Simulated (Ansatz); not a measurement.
Ansatz (a program for electronic structure) job for GaBr2, SMILES [Br][Ga+][Br], charge +1, PBE0/def2-SVPD. Geometry: ωB97X-D3(BJ)/def2-SVP. The multiplicity is an assumed one; no other spin state was optimised. The isomer is the one that the SMILES or the coordinates give; other isomers of the formula were not compared.

Ansatz 0.2 input:
```yaml
crystal:
  periodic: [false, false, false]
  atoms:
    - {symbol: Ga, position_ang: [0.00000000, 0.00000000, 0.00000000]}
    - {symbol: Br, position_ang: [0.00000000, 0.00000000, -2.16516693]}
    - {symbol: Br, position_ang: [0.00000000, 0.00000000, 2.16516693]}
basis:
  gaussian:
    orbitals: def2-SVPD
hamiltonian:
  xc: {name: PBE0}
total_charge: 1
```

Output:

```
Functional definition: PBE0
integrals: 0.08 GiB planned
1141 factors; integrals over basis functions are off by at most 5.2e-4 eV
mean field: 0.77 GiB planned
mean field evaluation 1: about -192416.1341 eV, gradient 3.1e1 eV
mean field evaluation 2: about -192413.2038 eV, gradient 5.1e1 eV
mean field evaluation 4: about -192418.5192 eV, gradient 1.3e0 eV
mean field evaluation 8: about -192418.5292 eV, gradient 1.4e-2 eV
mean field evaluation 16: about -192418.5292 eV, gradient 8.2e-6 eV
mean field -192418.52920321 eV, -7071.2505222544 hartree, gradient 8.2e-6 eV, S^2 0.000000; 0 other end points of the search recorded, 0 dependent functions left out
reference -192418.52926493 eV, -7071.2505245227 hartree; 50, 50 occupied and 70, 70 virtual orbitals, 1141 factors
Total energy: -192418.52926493 eV, -7071.2505245227 hartree
```

The run converged.
